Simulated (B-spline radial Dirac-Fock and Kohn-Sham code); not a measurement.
## What relativity does to the binding energies of Tb¹²⁺

System: terbium as Tb¹²⁺, [Kr] 4d10 4f5 5s2.

Both columns are ΔSCF binding energies of the configuration average from a radial B-spline solver: non-relativistic Hartree-Fock with a point nucleus, and Dirac-Fock with a finite nucleus and the Coulomb interaction alone, averaged over the two j levels with weights 2j+1.

| shell | Hartree-Fock (eV) | Dirac-Fock (eV) | shift (eV) | shift (%) |
| --- | --- | --- | --- | --- |
| 1s | 49272.6 | 52471.0 | +3198.42 | +6.49 |
| 2s | 8164.1 | 8989.8 | +825.71 | +10.11 |
| 2p | 7766.1 | 8030.2 | +264.09 | +3.40 |
| 3s | 2027.8 | 2222.9 | +195.18 | +9.63 |
| 3p | 1849.1 | 1918.3 | +69.24 | +3.74 |
| 3d | 1520.4 | 1505.8 | -14.58 | -0.96 |
| 4s | 599.0 | 646.7 | +47.78 | +7.98 |
| 4p | 525.6 | 541.7 | +16.10 | +3.06 |
| 4d | 394.7 | 391.4 | -3.23 | -0.82 |
| 4f | 239.8 | 234.2 | -5.62 | -2.34 |
| 5s | 230.1 | 241.9 | +11.73 | +5.10 |

Relativity binds 1s, 2s, 2p, 3s, 3p, 4s, 4p, 5s more strongly, among those listed most of all 2s in relative terms, and 3d, 4d, 4f more weakly, because the contracted s and p shells screen the nucleus better.

Values without a named source are computed, but for edge energies of neutral atoms, which are taken from tables.
